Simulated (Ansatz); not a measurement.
Ansatz (an electronic-structure program) input (CCSD(T)/aug-cc-pV(D+d)Z):
A basis named .json is the Basis Set Exchange file of that set.

Ansatz 0.2 input:
```yaml
crystal:
  periodic: [false, false, false]
  atoms:
    - {symbol: Si, position_ang: [-0.01221214, 0.16413054, 0.10807919]}
    - {symbol: C, position_ang: [-1.81395761, 0.46224220, 0.16841208]}
    - {symbol: O, position_ang: [0.28904097, -1.34986257, -0.87544436]}
    - {symbol: O, position_ang: [0.88013089, 1.10961496, -0.83785997]}
    - {symbol: O, position_ang: [0.70571339, -0.40979320, 1.42712305]}
    - {symbol: H, position_ang: [-2.33473218, -0.37264987, 0.64004459]}
    - {symbol: H, position_ang: [-2.22231373, 0.61162051, -0.83240560]}
    - {symbol: H, position_ang: [-2.02684818, 1.36105086, 0.75319029]}
    - {symbol: H, position_ang: [0.74102939, -1.24005866, -1.73050326]}
    - {symbol: H, position_ang: [0.73982066, 2.04674066, -1.00043829]}
    - {symbol: H, position_ang: [0.52212092, -0.15313890, 2.33521873]}
    - {symbol: H, position_ang: [0.63655658, -2.12451906, -0.39923718]}
basis:
  gaussian:
    orbitals: aug-cc-pV_D+d_Z.json
total_charge: 1
magnetization: {spin_polarized: false}
correlation: {method: ccsd_t, electrons: outside_noble_gas}
output: {forces: true}
```

End of the output:

```
the calculation of the forces begins
Total energy: -15138.69273108 eV, -556.3366964925 hartree
Atom 0 at    -0.012212     0.164131     0.108079 Å, force    -0.706253     0.239652     0.102615 eV/Å
Atom 1 at    -1.813958     0.462242     0.168412 Å, force     0.179030    -0.076638    -0.037457 eV/Å
Atom 2 at     0.289041    -1.349863    -0.875444 Å, force    -0.096689    -0.164506    -0.113755 eV/Å
Atom 3 at     0.880131     1.109615    -0.837860 Å, force     0.570057     0.222364    -0.537208 eV/Å
Atom 4 at     0.705713    -0.409793     1.427123 Å, force     0.482768    -0.463993     0.463061 eV/Å
Atom 5 at    -2.334732    -0.372650     0.640045 Å, force    -0.216395    -0.363755     0.208539 eV/Å
Atom 6 at    -2.222314     0.611621    -0.832406 Å, force    -0.167210     0.067261    -0.436237 eV/Å
Atom 7 at    -2.026848     1.361051     0.753190 Å, force    -0.071880     0.388278     0.254387 eV/Å
Atom 8 at     0.741029    -1.240059    -1.730503 Å, force     0.090929    -0.028078    -0.032655 eV/Å
Atom 9 at     0.739821     2.046741    -1.000438 Å, force    -0.075993     0.143442     0.014933 eV/Å
Atom 10 at     0.522121    -0.153139     2.335219 Å, force    -0.076756     0.083594     0.118291 eV/Å
Atom 11 at     0.636557    -2.124519    -0.399237 Å, force     0.088392    -0.047622    -0.004514 eV/Å
Dipole moment:    -0.078298    -0.274133    -0.195195 e Å
```

It need not be the lowest isomer of its formula.
